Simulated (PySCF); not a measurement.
Computed shifts of a molecule C4H7NSi, PBE/pcSseg-1 in PySCF, GIAO, gas phase, equivalent atoms averaged, in ppm (number of nuclei): ¹⁵N: 341.8 (1). ¹³C: 163.6 (1), 123.8 (1), 106.4 (1), 24.4 (1). ²⁹Si: -65.1 (1). ¹H: 7.00 (1), 5.60 (1), 4.50 (3), 3.29 (1), 2.45 (1). References: ¹⁵N against NH3 (σ = 267.0 ppm); ¹³C against TMS (σ = 182.0 ppm); ²⁹Si against TMS (σ = 335.4 ppm); ¹H against TMS (σ = 31.49 ppm), references at their B3LYP-D3(BJ)/def2-TZVP geometries, non-relativistic. Coordinates come from a PBE-D3(BJ)/def2-SVP optimisation. The values are those of a single conformer.

Question: Identify the compound among the candidates.
(A) C#C/C=N\[SiH2]C
(B) [SiH3]C1=NC=CC1
(C) N#C/C=C\C[SiH3]
(D) C=CC1=N[SiH2]C1

Answer: C, N#C/C=C\C[SiH3]
